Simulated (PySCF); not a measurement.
Si(I)2(OH)2 (H2I2O2Si), SMILES [Si](O)(O)(I)I.

Coordinates come from a PBE-D3(BJ)/def2-SVP optimisation. The def2 effective core potentials stand for the cores of I; spin–orbit coupling is left out. The values are those of a single conformer.

Calculation: TDDFT-LC-ωPBE/def2-SVPD (PySCF).

Vertical excitations. Gas-phase values at a fixed geometry. State labels are in the subgroup C2.

Computed excitation energies, oscillator strengths and character:
| state | symmetry | energy (eV) | λ (nm) | f | main pairs |
|---|---|---|---|---|---|
| S1 | B | 5.51 | 225 | 0.044 | HOMO→LUMO 82 % |
| S2 | A | 5.63 | 220 | 0.000 | HOMO−1→LUMO 82 % |
| S3 | B | 5.81 | 213 | 0.005 | HOMO−2→LUMO 79 % |
| S4 | A | 6.04 | 205 | 0.006 | HOMO−3→LUMO 74 % |
| S5 | B | 7.41 | 167 | 0.124 | HOMO−4→LUMO 37 %, HOMO→LUMO+2 32 % |
| S6 | A | 7.46 | 166 | 0.000 | HOMO−1→LUMO+2 47 %, HOMO−2→LUMO+1 12 %, HOMO−2→LUMO+10 8 %, HOMO−1→LUMO+3 8 % |
| S7 | B | 7.50 | 165 | 0.040 | HOMO−2→LUMO+2 32 %, HOMO−1→LUMO+1 13 %, HOMO−1→LUMO+7 8 %, HOMO→LUMO+2 8 % |
| S8 | B | 7.60 | 163 | 0.069 | HOMO−4→LUMO 26 %, HOMO→LUMO+2 17 %, HOMO−2→LUMO+2 9 %, HOMO→LUMO+3 8 % |
| S9 | A | 7.63 | 162 | 0.037 | HOMO→LUMO+1 24 %, HOMO−3→LUMO+2 18 %, HOMO→LUMO+10 13 %, HOMO→LUMO+7 11 % |
| S10 | A | 7.80 | 159 | 0.002 | HOMO→LUMO+7 46 %, HOMO→LUMO+4 17 %, HOMO→LUMO+11 15 % |
| T1 | B | 4.93 | 252 | 0 | HOMO→LUMO 80 % |
| T2 | A | 5.12 | 242 | 0 | HOMO−1→LUMO 77 % |
| T3 | B | 5.26 | 236 | 0 | HOMO−2→LUMO 73 % |
| T4 | A | 5.48 | 226 | 0 | HOMO−3→LUMO 70 % |
Triplets are in the Tamm–Dancoff approximation, which puts them higher than full response would, so one can lie above its singlet here.
